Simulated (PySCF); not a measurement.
B(H)(Me)(NHMe) (C₂H₈BN), SMILES CBNC.

Geometry: B3LYP-D3(BJ)/def2-SVP. A frequency run showed that this geometry is not a minimum. This is a generated structure with no PubChem entry under its InChIKey; it may be hypothetical. Other conformers were not sampled.

Two levels are set side by side: PBE/def2-TZVP (PySCF) and PBE0/def2-TZVP (PySCF). Same geometry, gas phase. Differences are taken from unrounded values.

```csv
quantity,PBE0,PBE,PBE minus PBE0
orbital gap (eV),8.19,5.94,-2.25
highest occupied level (eV),-7.56,-6.27,1.29
lowest empty level (eV),0.63,-0.33,-0.96
dipole moment (D),1.73,1.83,0.10
mean polarisability (bohr³),48.8,50.7,1.9
```

Without exact exchange PBE keeps part of each electron's self-repulsion, which lifts occupied levels and narrows the gap. PBE's more diffuse valence density responds more strongly to a field. Differences between two approximate levels are no errors against the true value.

Rough cost on one machine, each run with all the roots and properties that it gave: PBE0 against PBE within a factor of 2.
